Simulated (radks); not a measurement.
The numbers below are computed, except where a source is named.
Species: the zirconium ion Zr3+. Configuration: [Ar] 3d10 4s1.5 4p6 4d1 4f0.5 (fractional occupations, a model configuration). Level of theory: Dirac Kohn-Sham, PBEsol, spin-unpolarised, spherical densities, finite nucleus; open shells are shared between the two j in proportion to 2j + 1; Fermi nuclear charge, rms radius 4.2694 fm (a radial shooting solver on a logarithmic mesh with Libxc functionals).

Normalised radial functions P(r) = r R(r) (large component), r in bohr:

r,4s1/2,4p3/2,4f5/2
0.002272,0.0634,0.0015,0.0000
0.003528,0.0915,0.0034,0.0000
0.005477,0.1281,0.0078,0.0000
0.008505,0.1703,0.0175,0.0000
0.01331,0.2079,0.0386,0.0000
0.02067,0.2139,0.0794,0.0000
0.03209,0.1471,0.1502,0.0000
0.04983,-0.0281,0.2480,0.0001
0.07799,-0.2710,0.3232,0.0003
0.1211,-0.3526,0.2457,0.0012
0.188,-0.0163,-0.0885,0.0043
0.292,0.5042,-0.4717,0.0136
0.457,0.3522,-0.3343,0.0369
0.7096,-0.5781,0.4287,0.0862
1.102,-1.0617,0.9771,0.1787
1.711,-0.5935,0.7036,0.3198
2.656,-0.1131,0.1974,0.4677
4.157,-0.0050,0.0159,0.4912
6.455,0.0000,0.0002,0.2605
10.02,0.0000,0.0000,0.0429

4s1/2: eigenvalue -85.940 eV, 3 radial nodes at r = 0.0471, 0.191, 0.550 bohr, <r> = 1.19 bohr, 90 % of the charge inside 1.73 bohr. 4p3/2: eigenvalue -62.665 eV, 2 radial nodes at r = 0.171, 0.567 bohr, <r> = 1.33 bohr, 90 % of the charge inside 1.96 bohr. 4f5/2: eigenvalue -11.198 eV, 0 radial nodes, <r> = 4.01 bohr, 90 % of the charge inside 6.12 bohr.
